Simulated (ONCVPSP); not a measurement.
## Which setting gave this result? (Sb, ONCV)

Base potential:

```json
{
 "Element": "antimony (Sb)",
 "Generator": "ONCVPSP 4.0.1",
 "Type": "optimised norm-conserving Vanderbilt (ONCV)",
 "Functional": "BLYP",
 "Relativity": "scalar-relativistic",
 "Frozen core": "[Ar] 3d10",
 "Valence charge": "23",
 "Reference configuration": "4s2 4p6 4d10 5s1 5p4",
 "Partial waves": "4s+5s: rc 1.40 bohr, ncon 4, nbas 8, qcut 6.5 1/bohr, 2 projectors; 4p+5p: rc 1.20 bohr, ncon 4, nbas 7, qcut 10.5 1/bohr, 3 projectors, debl 1.2 Ha; 4d: rc 1.40 bohr, ncon 4, nbas 9, qcut 11.4 1/bohr, 2 projectors, debl 1.4 Ha",
 "Local potential": "polynomial inside 1.00 bohr (lpopt 4, dvloc0 2 Ha)",
 "Core correction": "none"
}
```

Cutoffs, loose and tight: the cutoffs (Ha) at which the residual kinetic energy of the hardest occupied pseudo-wave falls to 1 and 0.1 mHa per electron. They do not see the model core or the augmentation charge, which bear on the density cutoff. Test errors are all-electron minus pseudo excitation energies from the reference, over the configurations 4s2 4p6 4d10 5s2 5p3; 4s2 4p6 4d10 5s2 5p2; 4s2 4p6 4d10 5s2 5p1; 4s2 4p6 4d10 5s2 5p2.5; variants that change the core or the reference have their own tests.

Only the scale of all radii (base = 1) is moved:

```json
{"scale of all radii (base = 1)": "0.77", "cutoff, loose": "144 Ha", "cutoff, tight": "170 Ha", "bound ghosts": "p", "largest test error (meV)": "-3.5"}
{"scale of all radii (base = 1)": "0.85", "cutoff, loose": "103 Ha", "cutoff, tight": "130 Ha", "bound ghosts": "none", "largest test error (meV)": "-3.0"}
{"scale of all radii (base = 1)": "1.05", "cutoff, loose": "43 Ha", "cutoff, tight": "63 Ha", "bound ghosts": "none", "largest test error (meV)": "-2.9"}
{"scale of all radii (base = 1)": "1.13", "cutoff, loose": "42 Ha", "cutoff, tight": "48 Ha", "bound ghosts": "none", "largest test error (meV)": "-3.0"}
{"scale of all radii (base = 1)": "1.19", "cutoff, loose": "40 Ha", "cutoff, tight": "47 Ha", "bound ghosts": "none", "largest test error (meV)": "-3.3"}
{"scale of all radii (base = 1)": "1.26", "cutoff, loose": "39 Ha", "cutoff, tight": "45 Ha", "bound ghosts": "none", "largest test error (meV)": "-3.5"}
{"scale of all radii (base = 1)": "1.3", "cutoff, loose": "38 Ha", "cutoff, tight": "44 Ha", "bound ghosts": "none", "largest test error (meV)": "-3.2"}
```

Question: One more run gave cutoff, loose: 62 Ha; cutoff, tight: 121 Ha; bound ghosts: none; largest test error (meV): -2.9. Which value of the scale of all radii (base = 1) was used?

Answer: 0.9. The loose cutoff moves one way along this sweep, from 144 Ha at 0.77 to 38 Ha at 1.3, which places the run between 0.85 and 1.05.
